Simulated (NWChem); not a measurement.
System: C$_{4}$H$_{7}$N; SMILES CC=C=CN

```xyz
12

C      0.4840    -2.3076     0.2019
C     -0.4188    -1.2327    -0.3599
C     -0.4028     0.0314    -0.0124
C     -0.3656     1.2895     0.3660
N      0.4958     2.2952    -0.1310
H      1.0703    -2.7829    -0.5963
H      1.1756    -1.8975     0.9431
H     -0.1056    -3.1023     0.6787
H     -1.1373    -1.5690    -1.1141
H     -0.9908     1.6259     1.1934
H      0.9299     2.0339    -1.0109
H      0.0265     3.1902    -0.2344
```
Atoms are numbered in this order, from 1.

Results from NWChem. Pople sets run with spherical d functions. Geometry: optimised at B3LYP/6-31G* (spherical d). Level: PBE0/6-31G* with SMD (1 M gas to 1 M solution), gas-phase geometry.

### Question
Order these by “solvation free energy (kcal/mol)”, lowest first: N,N-dimethylformamide; n-hexane; 1,4-dioxane.

### Answer
N,N-dimethylformamide (-6.0), n-hexane (-4.5), 1,4-dioxane (-3.0)
